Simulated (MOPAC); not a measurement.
MOPAC input (PM6):

```
PM6 1SCF UHF MS=0.5 GEO-OK AUX(PRECISION=9) THREADS=1
H4FSi2

F     1.56595000 1   -0.93385500 1    0.43049400 1
Si    0.81184100 1    0.25041900 1   -0.37415200 1
Si   -1.49693200 1    0.19866500 1    0.06642200 1
H     1.47057200 1    1.52453300 1    0.03285500 1
H    -1.80922100 1    0.32584600 1    1.51231600 1
H    -2.09821900 1    1.33742000 1   -0.66887800 1
H    -2.06540400 1   -1.07028400 1   -0.44250400 1
```

Output:

```
 *******************************************************************************
 **                                                                           **
 **                              MOPAC v23.2.5                                **
 **                                                                           **
 *******************************************************************************
 ** MOPAC's Digital Object Identifier: https://doi.org/10.5281/zenodo.6511958 **
 **                                                                           **
 ** Please cite the open-source release paper for use of this MOPAC version:  **
 ** J. E. Moussa and J. J. P. Stewart (2026)                                  **
 ** MOPAC: An open-source semiempirical molecular orbital program             **
 ** J. Open Source Softw., 11(119), 8025, https://doi.org/10.21105/joss.08025 **
 *******************************************************************************

                              PM6 CALCULATION RESULTS

 *******************************************************************************
 *  PM6        - The PM6 Hamiltonian to be used
 *  GEO-OK     - OVERRIDE INTERATOMIC DISTANCE AND OTHER SAFETY CHECKS
 *  UHF        - UNRESTRICTED HARTREE-FOCK CALCULATION
 *  MS=        - IN MECI, MAGNETIC COMPONENT OF SPIN =  0.5
 *  1SCF       - DO 1 SCF AND THEN STOP
 *  AUX        - OUTPUT AUXILIARY INFORMATION
 *******************************************************************************
PM6 1SCF UHF MS=0.5 GEO-OK AUX(PRECISION=9) THREADS=1
 H4FSi2

   ATOM   CHEMICAL          X               Y               Z
  NUMBER   SYMBOL      (ANGSTROMS)     (ANGSTROMS)     (ANGSTROMS)

     1       F          1.56595000  *  -0.93385500  *   0.43049400  *
     2      Si          0.81184100  *   0.25041900  *  -0.37415200  *
     3      Si         -1.49693200  *   0.19866500  *   0.06642200  *
     4       H          1.47057200  *   1.52453300  *   0.03285500  *
     5       H         -1.80922100  *   0.32584600  *   1.51231600  *
     6       H         -2.09821900  *   1.33742000  *  -0.66887800  *
     7       H         -2.06540400  *  -1.07028400  *  -0.44250400  *

          CARTESIAN COORDINATES

    NO.       ATOM           X           Y           Z

     1         F          1.5659     -0.9339      0.4305
     2        Si          0.8118      0.2504     -0.3742
     3        Si         -1.4969      0.1987      0.0664
     4         H          1.4706      1.5245      0.0329
     5         H         -1.8092      0.3258      1.5123
     6         H         -2.0982      1.3374     -0.6689
     7         H         -2.0654     -1.0703     -0.4425

 General Reference for PM6:
 "Optimization of Parameters for Semiempirical Methods V: Modification of NDDO Approximations
 and Application to 70 Elements", J. J. P. Stewart, J. Mol. Mod., 13, 1173-1213 (2007)
 URL: https://link.springer.com/article/10.1007/s00894-007-0233-4

           Empirical Formula: H4 F Si2  =     7 atoms

      MOLECULAR POINT GROUP   :   C1

          UHF CALCULATION, NO. OF ALPHA ELECTRONS =   10
                           NO. OF BETA  ELECTRONS =    9

 -------------------------------------------------------------------------------
 PM6 1SCF UHF MS=0.5 GEO-OK AUX(PRECISION=9) THREADS=1
 H4FSi2

     1SCF WAS SPECIFIED, SO BFGS WAS NOT USED
     SCF FIELD WAS ACHIEVED

                              PM6 CALCULATION
                                                       MOPAC v23.2.5 Linux

          FINAL HEAT OF FORMATION =        -36.12070 KCAL/MOL =    -151.12902 KJ/MOL

          COSMO AREA              =        120.99 SQUARE ANGSTROMS
          COSMO VOLUME            =        113.37 CUBIC ANGSTROMS

          IONIZATION POTENTIAL    =          6.940545 EV
          ALPHA SOMO LUMO (EV)    =         -6.941 -0.886
          BETA  SOMO LUMO (EV)    =         -9.370 -1.328
          NO. OF ALPHA ELECTRONS  =         10
          NO. OF BETA  ELECTRONS  =          9
          MOLECULAR WEIGHT        =         79.2010         POINT GROUP:  C1

          MOLECULAR DIMENSIONS (Angstroms)

            Atom       Atom       Distance
            H     6    F     1     4.44898
            H     4    H     7     4.06881
            H     5   Si     2     2.40611

          SCF CALCULATIONS        =          1

   ATOM   CHEMICAL          X               Y               Z
  NUMBER   SYMBOL      (ANGSTROMS)     (ANGSTROMS)     (ANGSTROMS)

     1       F          1.56595000  *  -0.93385500  *   0.43049400  *
     2      Si          0.81184100  *   0.25041900  *  -0.37415200  *
     3      Si         -1.49693200  *   0.19866500  *   0.06642200  *
     4       H          1.47057200  *   1.52453300  *   0.03285500  *
     5       H         -1.80922100  *   0.32584600  *   1.51231600  *
     6       H         -2.09821900  *   1.33742000  *  -0.66887800  *
     7       H         -2.06540400  *  -1.07028400  *  -0.44250400  *

                             CARTESIAN COORDINATES

   1    F        1.565950000    -0.933855000     0.430494000
   2   Si        0.811841000     0.250419000    -0.374152000
   3   Si       -1.496932000     0.198665000     0.066422000
   4    H        1.470572000     1.524533000     0.032855000
   5    H       -1.809221000     0.325846000     1.512316000
   6    H       -2.098219000     1.337420000    -0.668878000
   7    H       -2.065404000    -1.070284000    -0.442504000

           Empirical Formula: H4 F Si2  =     7 atoms

      MOLECULAR POINT GROUP   :   C1

          ALPHA EIGENVALUES
 -39.86288 -19.90619 -17.45481 -15.43530 -15.31238 -14.00100 -12.07614 -11.98113
  -9.69829  -6.94054  -0.88573  -0.14678  -0.08601   0.61107   0.74538   1.05638
   1.34624   1.66596   1.88782   1.97395   2.25619   3.30123   3.53282   4.28205
   4.34562   4.47417

           BETA EIGENVALUES
 -39.80783 -19.73454 -17.19533 -15.45080 -15.29768 -13.82019 -11.95422 -11.91421
  -9.36978  -1.32799  -0.65815  -0.07095   0.25271   0.74036   0.84127   1.10409
   1.39886   1.80450   1.97495   2.06558   2.30122   3.46434   3.65974   4.34012
   4.41139   4.55919

              NET ATOMIC CHARGES AND DIPOLE CONTRIBUTIONS

  ATOM NO.   TYPE          CHARGE      No. of ELECS.   s-Pop       p-Pop       d-Pop
    1          F          -0.393796        7.3938     1.93281     5.46098
    2         Si           0.339892        3.6601     1.41505     1.62734     0.61771
    3         Si           0.129990        3.8700     1.25031     2.18516     0.43454
    4          H          -0.013473        1.0135     1.01347
    5          H          -0.019978        1.0200     1.01998
    6          H          -0.021416        1.0214     1.02142
    7          H          -0.021218        1.0212     1.02122
 DIPOLE           X         Y         Z       TOTAL
 POINT-CHG.    -2.066     2.141    -1.417     3.296
 HYBRID         0.757    -0.737     0.828     1.342
 SUM           -1.309     1.403    -0.589     2.008

          ATOMIC ORBITAL ELECTRON POPULATIONS

     Atom    s        px        py        pz      x^2-y^2     xz        z^2       yz        xy
    1  F   1.93281   1.84804   1.77709   1.83586
    2 Si   1.41505   0.58732   0.49371   0.54631   0.18144   0.05553   0.14362   0.10008   0.13704
    3 Si   1.25031   0.71972   0.73245   0.73299   0.09614   0.04337   0.13282   0.08729   0.07492
    4  H   1.01347
    5  H   1.01998
    6  H   1.02142
    7  H   1.02122

                    (SZ)    =    0.500000
                    (S**2)  =    0.752709

          ATOMIC ORBITAL SPIN POPULATIONS

    Atom   Total    s     px     py     pz   x^2-y^2  xz     z^2    yz     xy
         Atomic
    1  F  0.0187  0.000 -0.003 -0.002  0.023
    2 Si  0.8212  0.161  0.045  0.065  0.438  0.002  0.005  0.096  0.003  0.005
    3 Si  0.1048  0.015  0.077 -0.000 -0.013  0.006  0.002  0.014 -0.000  0.005
    4  H  0.0145  0.015
    5  H  0.0329  0.033
    6  H  0.0094  0.009
    7  H -0.0016 -0.002

 **********************
 *                    *
 * JOB ENDED NORMALLY *
 *                    *
 **********************

 == MOPAC DONE ==
```

The geometry given is a B3LYP-D3(BJ)/def2-TZVP minimum.
